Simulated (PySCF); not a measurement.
PySCF input file for Si(CCH)(Cl)2(H) (C2H2Cl2Si), SMILES C#C[SiH](Cl)Cl, TDA-PBE0/def2-SVPD. Geometry optimised at B3LYP-D3(BJ)/def2-SVP.

```python
import numpy as np
from pyscf import gto, scf, dft, tdscf

mol = gto.M(
    atom='''
    Si   -0.01071187   -0.53863564    0.00000000
    Cl   -0.92811486    0.22258995    1.68501908
    Cl   -0.92811486    0.22258995   -1.68501909
    C     1.73851155   -0.04007223    0.00000000
    C     2.91314230    0.27685803    0.00000000
    H    -0.15472089   -2.00764288   -0.00000000
    H     3.95066915    0.55976871    0.00000001
    ''',
    basis='def2-SVPD',
    charge=0,
    spin=0,
    symmetry=True,
    max_memory=1600,
    verbose=4,
)
mf = dft.RKS(mol, xc='pbe0').density_fit(auxbasis='def2-universal-jkfit')
mf.grids.level = 3
mf.conv_tol = 1e-9
mf.max_cycle = 100
mf.kernel()
mf.grids = dft.Grids(mol).set(level=1).build(with_non0tab=True)  # coarser grid for the response kernel
td = tdscf.TDA(mf)
td.singlet = True
td.nstates = 10
td.conv_tol = 1e-4
td.positive_eig_threshold = 1e-6
td.kernel(x0=td.get_init_guess(mf, 15))
td.analyze()
tt = tdscf.TDA(mf)
tt.singlet = False
tt.nstates = 4
tt.conv_tol = 1e-4
tt.positive_eig_threshold = 1e-6
tt.kernel(x0=tt.get_init_guess(mf, 9))
tt.analyze(verbose=3)
```

It prints:

```
PySCF version 2.14.0

[INPUT] verbose = 4
[INPUT] num. atoms = 7
[INPUT] num. electrons = 62
[INPUT] charge = 0
[INPUT] spin (= nelec alpha-beta = 2S) = 0
[INPUT] symmetry True subgroup None
[INPUT] Mole.unit = angstrom
[INPUT] Symbol           X                Y                Z      unit          X                Y                Z       unit  Magmom
[INPUT]  1 Si    -0.010711870000  -0.538635640000   0.000000000000 AA   -0.020242500582  -1.017873840530   0.000000000000 Bohr   0.0
[INPUT]  2 Cl    -0.928114860000   0.222589950000   1.685019080000 AA   -1.753882897539   0.420634043581   3.184224575867 Bohr   0.0
[INPUT]  3 Cl    -0.928114860000   0.222589950000  -1.685019090000 AA   -1.753882897539   0.420634043581  -3.184224594764 Bohr   0.0
[INPUT]  4 C      1.738511550000  -0.040072230000   0.000000000000 AA    3.285310693893  -0.075725539901   0.000000000000 Bohr   0.0
[INPUT]  5 C      2.913142300000   0.276858030000   0.000000000000 AA    5.505041108886   0.523185852087   0.000000000000 Bohr   0.0
[INPUT]  6 H     -0.154720890000  -2.007642880000   0.000000000000 AA   -0.292380107849  -3.793895199133   0.000000000000 Bohr   0.0
[INPUT]  7 H      3.950669150000   0.559768710000   0.000000010000 AA    7.465682702268   1.057809555001   0.000000018897 Bohr   0.0

nuclear repulsion = 304.937349861846
point group symmetry = Cs
symmetry origin: [-1.82876704e-09 -9.14383601e-10 -4.87671253e-09]
symmetry axis x: [ 1.00000000e+00 -1.46706755e-09  1.13136311e-08]
symmetry axis y: [1.46706754e-09 1.00000000e+00 3.75018938e-10]
symmetry axis z: [-1.13136311e-08 -3.75018964e-10  1.00000000e+00]
num. orbitals of irrep A' = 84
num. orbitals of irrep A" = 50
number of shells = 56
number of NR pGTOs = 212
number of NR cGTOs = 134
basis = def2-SVPD
ecp = {}


[settings echo left out]
init E= -1286.79920498295
HOMO (A') = -0.344936870537302  LUMO (A") = -0.0798445829986623  gap/eV = 7.21353
cycle= 1 E= -1286.36077004567  delta_E= 0.438  |g|= 0.397  |ddm|= 6.61
HOMO (A") = -0.289927761109659  LUMO (A") = -0.0401664243252156  gap/eV = 6.79635
cycle= 2 E= -1286.35319435453  delta_E= 0.00758  |g|= 0.428  |ddm|= 1.72
HOMO (A") = -0.323986424353774  LUMO (A") = -0.038854480611453  gap/eV = 7.75884
cycle= 3 E= -1286.40516222148  delta_E= -0.052  |g|= 0.0412  |ddm|= 0.738
HOMO (A") = -0.327408978500632  LUMO (A") = -0.0410000060788795  gap/eV = 7.79359
cycle= 4 E= -1286.40543305947  delta_E= -0.000271  |g|= 0.0279  |ddm|= 0.0839
HOMO (A") = -0.32604138091511  LUMO (A") = -0.0403860337742619  gap/eV = 7.77308
cycle= 5 E= -1286.40560051357  delta_E= -0.000167  |g|= 0.0122  |ddm|= 0.0436
HOMO (A") = -0.325265940835067  LUMO (A") = -0.039654424682853  gap/eV = 7.77189
cycle= 6 E= -1286.40564131351  delta_E= -4.08e-05  |g|= 0.00149  |ddm|= 0.0187
HOMO (A") = -0.325587285573667  LUMO (A") = -0.039881713398159  gap/eV = 7.77444
cycle= 7 E= -1286.40564199627  delta_E= -6.83e-07  |g|= 0.000371  |ddm|= 0.00407
HOMO (A") = -0.325553145762446  LUMO (A") = -0.0398637521375291  gap/eV = 7.77400
cycle= 8 E= -1286.40564203511  delta_E= -3.88e-08  |g|= 6.18e-05  |ddm|= 0.000735
HOMO (A") = -0.325551522275715  LUMO (A") = -0.0398616068016535  gap/eV = 7.77402
cycle= 9 E= -1286.40564203627  delta_E= -1.16e-09  |g|= 1.22e-05  |ddm|= 0.000154
HOMO (A") = -0.325551029146408  LUMO (A") = -0.039861173074816  gap/eV = 7.77402
cycle= 10 E= -1286.40564203631  delta_E= -4.5e-11  |g|= 2.75e-06  |ddm|= 2.55e-05
HOMO (A") = -0.325551286984664  LUMO (A") = -0.0398615160568752  gap/eV = 7.77401
Extra cycle  E= -1286.40564203631  delta_E= 2.96e-12  |g|= 2.57e-06  |ddm|= 8.56e-06
converged SCF energy = -1286.40564203631
tot grids = 34352
Overwritten attributes  positive_eig_threshold  of <class 'pyscf.tdscf.rks.TDA'>


******** <class 'pyscf.tdscf.rks.TDA'> for <class 'pyscf.df.df_jk.DFSymAdaptedRKS'> ********
nstates = 10 singlet
deg_eia_thresh = 1.000e-03
wfnsym = None
conv_tol = 0.0001
eigh lindep = 1e-12
eigh level_shift = 0
eigh max_cycle = 100


Excitation energies (eV)
[5.83882981 6.05338642 6.05454873 7.06354282 7.06678147 7.22177867
 7.2884037  7.46245873 7.48439763 7.72232298]

** Singlet excitation energies and oscillator strengths **
Excited State   1:   A"      5.83883 eV    212.34 nm  f=0.0003
      30 -> 32       -0.51333
      31 -> 33        0.44829
Excited State   2:   A'      6.05339 eV    204.82 nm  f=0.0011
      30 -> 33        0.47826
      31 -> 32       -0.49627
Excited State   3:   A"      6.05455 eV    204.78 nm  f=0.0008
      30 -> 32        0.46627
      31 -> 33        0.50893
Excited State   4:   A'      7.06354 eV    175.53 nm  f=0.0032
      29 -> 33       -0.69062
Excited State   5:   A"      7.06678 eV    175.45 nm  f=0.0005
      28 -> 33       -0.10555
      29 -> 32        0.69032
Excited State   6:   A'      7.22178 eV    171.68 nm  f=0.0284
      28 -> 32        0.66979
      31 -> 32       -0.16397
Excited State   7:   A"      7.28840 eV    170.11 nm  f=0.0246
      26 -> 32       -0.23620
      27 -> 33       -0.11492
      28 -> 33       -0.62571
      31 -> 33        0.11267
Excited State   8:   A"      7.46246 eV    166.14 nm  f=0.0007
      27 -> 33       -0.65155
      28 -> 33        0.14165
      31 -> 33        0.10241
      31 -> 34        0.14149
Excited State   9:   A'      7.48440 eV    165.66 nm  f=0.0711
      27 -> 32        0.63602
      28 -> 32       -0.12622
      30 -> 33       -0.14368
      31 -> 32       -0.20319
Excited State  10:   A'      7.72232 eV    160.55 nm  f=0.0396
      26 -> 33       -0.63058
      27 -> 32        0.14564
      30 -> 33        0.16004
      30 -> 34        0.19663

** Transition electric dipole moments (AU) **
state          X           Y           Z        Dip. S.      Osc.
  1         0.0000      0.0000      0.0485      0.0024      0.0003
  2        -0.0811      0.0340      0.0000      0.0077      0.0011
  3        -0.0000     -0.0000     -0.0725      0.0053      0.0008
  4         0.0052      0.1362      0.0000      0.0186      0.0032
  5        -0.0000     -0.0000     -0.0546      0.0030      0.0005
  6        -0.3836      0.1145     -0.0000      0.1603      0.0284
  7        -0.0000      0.0000      0.3714      0.1379      0.0246
  8         0.0000     -0.0000     -0.0604      0.0036      0.0007
  9        -0.5951     -0.1836     -0.0000      0.3879      0.0711
 10         0.4572      0.0226      0.0000      0.2095      0.0396

** Transition velocity dipole moments (imaginary part, AU) **
state          X           Y           Z        Dip. S.      Osc.
  1        -0.0000      0.0000      0.0076      0.0001      0.0002
  2        -0.0143      0.0061     -0.0000      0.0002      0.0007
  3        -0.0000     -0.0000     -0.0135      0.0002      0.0005
  4         0.0095      0.0713      0.0000      0.0052      0.0133
  5        -0.0000      0.0000     -0.0222      0.0005      0.0013
  6        -0.0665      0.0192      0.0000      0.0048      0.0120
  7        -0.0000      0.0000      0.0952      0.0091      0.0226
  8         0.0000     -0.0000     -0.0086      0.0001      0.0002
  9        -0.1180     -0.0454     -0.0000      0.0160      0.0388
 10         0.1086     -0.0152     -0.0000      0.0120      0.0282

** Transition magnetic dipole moments (imaginary part, AU) **
state          X           Y           Z
  1         0.2674      0.0881     -0.0000
  2         0.0000     -0.0000      0.0068
  3        -0.0376      0.0535     -0.0000
  4        -0.0000      0.0000      0.7114
  5        -0.7150      0.0922     -0.0000
  6        -0.0000      0.0000     -0.0101
  7        -0.0892     -0.1229     -0.0000
  8         0.2516     -0.1885      0.0000
  9         0.0000      0.0000      0.1886
 10         0.0000      0.0000     -0.3103


******** <class 'pyscf.tdscf.rks.TDA'> for <class 'pyscf.df.df_jk.DFSymAdaptedRKS'> ********
nstates = 4 triplet
deg_eia_thresh = 1.000e-03
wfnsym = None
conv_tol = 0.0001
eigh lindep = 1e-12
eigh level_shift = 0
eigh max_cycle = 100


Excitation energies (eV)
[4.67474135 5.14978613 5.15356767 5.83147763]

** Triplet excitation energies and oscillator strengths **
Excited State   1:   A'      4.67474 eV    265.22 nm  f=0.0000
Excited State   2:   A"      5.14979 eV    240.76 nm  f=0.0000
Excited State   3:   A'      5.15357 eV    240.58 nm  f=0.0000
Excited State   4:   A"      5.83148 eV    212.61 nm  f=0.0000
```

The calculation finished and met its thresholds.
